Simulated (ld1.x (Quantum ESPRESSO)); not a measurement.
## What the settings do to the TM semilocal potential of Sc

Base potential:

```json
{"Element": "Sc (Z = 21)", "Generator": "ld1.x (Quantum ESPRESSO) 7.5", "Type": "norm-conserving Troullier–Martins (semilocal form)", "Functional": "PBEsol", "Relativity": "scalar-relativistic", "Frozen core": "[Ar]", "Valence charge": "3", "Reference configuration": "3d1 4s1 4p1", "Partial waves": "4p (bound): rc 3.20 bohr; 3d (bound): rc 2.45 bohr; 4s (bound): rc 3.40 bohr", "Local potential": "the s channel", "Core correction": "a·sin(br)/r model core inside 2.05 bohr"}
```

All-electron outer shells of the reference configuration (PBEsol, scalar-relativistic, ld1.x):

| shell | level (eV) | outermost node (bohr) | outermost maximum (bohr) |
| --- | --- | --- | --- |
| 3s | -56.17 | 0.42 | 0.92 |
| 3p | -34.83 | 0.39 | 0.97 |
| 4s | -4.87 | 1.32 | 3.06 |
| 3d | -4.37 | – | 1.10 |
| 4p | -2.03 | 1.49 | 3.98 |

Cutoffs, loose and tight: the cutoffs (Ry, on a coarse ladder) from which the occupation-weighted sum of valence levels, in a spherical-Bessel basis at the reference potential, stays within 10 and 1 mRy of its value at 400 Ry. They do not see the model core or the augmentation charge, which bear on the density cutoff. Test errors are all-electron minus pseudo excitation energies from the reference, over the configurations 3d1 4s2 4p0; 3d1 4s1 4p0; 3d1 4s0 4p0; 3d0 4s2 4p1; 3d1.5 4s1.5 4p0; 3d1 4s0 4p2; 3d1 4s1.5 4p0. A dash means not determined; rows that change the core or the reference have their own tests. The largest error is taken over the tests solved by every variant that gives reliable tests at all: 3d1 4s0 4p0; 3d1 4s1 4p0; 3d1 4s2 4p0.

In the semilocal form every listed channel keeps its own potential, so the choice of the local channel does not act on these tests. It acts once the file is put into the separable form.

A semilocal file is local in each channel, so a ghost entry of none says nothing of the separable form that plane-wave codes build from it.

```tsv
change	outcome	cutoff, loose	cutoff, tight	bound ghosts	largest test error (meV)
base	generated	35 Ry	40 Ry	none	-23
reference 3d1 4s2 4p0	generated	35 Ry	40 Ry	none	-49
core correction a·sin(br)/r model core inside 1.36 bohr	generated	35 Ry	40 Ry	none	-27
wave 3d (bound): rc 2.45 bohr becomes 3d (bound): rc 2.52 bohr	generated	35 Ry	40 Ry	none	-23
local potential the p channel	generated	35 Ry	40 Ry	none	-23
wave 4s (bound): rc 3.40 bohr becomes 4s (bound): rc 2.84 bohr	generated	35 Ry	40 Ry	none	-18
wave 4p (bound): rc 3.20 bohr becomes 4p (bound): rc 4.62 bohr	generated	35 Ry	40 Ry	none	-31
type ultrasoft, which also changes the form from semilocal to separable; waves now 4s (bound): rcut 2.95, rcutus 3.40 bohr; 4s channel at 0.1 Ry: rcut 2.95, rcutus 3.40 bohr; 4p (bound): rcut 2.80, rcutus 3.20 bohr; 4p channel at 2.9 Ry: rcut 2.80, rcutus 3.20 bohr; 3d (bound): rcut 2.15, rcutus 2.45 bohr; 3d channel at 2.95 Ry: rcut 2.15, rcutus 2.45 bohr; local potential all-electron potential smoothed inside 2.90 bohr (lloc = -1); augmentation PSQ, radius 2.15 bohr	generated	15 Ry	18 Ry	none	-18
type ultrasoft, which also changes the form from semilocal to separable; waves now 4s (bound): rcut 2.95, rcutus 3.40 bohr; 4s channel at 0.2 Ry: rcut 2.95, rcutus 3.40 bohr; 4p (bound): rcut 2.80, rcutus 3.20 bohr; 4p channel at 1.45 Ry: rcut 2.80, rcutus 3.20 bohr; 3d (bound): rcut 2.15, rcutus 2.45 bohr; 3d channel at 0.25 Ry: rcut 2.15, rcutus 2.45 bohr; local potential all-electron potential smoothed inside 2.35 bohr (lloc = -1); augmentation PSQ, radius 2.20 bohr	generated	12 Ry	18 Ry	none	-14
wave 4p (bound): rc 3.20 bohr becomes 4p (bound): rc 2.70 bohr	generated	35 Ry	40 Ry	none	-25
wave 3d (bound): rc 2.45 bohr becomes 3d (bound): rc 3.46 bohr	generated	18 Ry	25 Ry	none	-48
```

Q: What comes out with this change to the base: all radii but the core radius scaled by about 1.21 (s 4.10, p 3.86, d 2.96 bohr)?

A: outcome: generated; cutoff, loose: 25 Ry; cutoff, tight: 30 Ry; bound ghosts: none; largest test error (meV): -59.
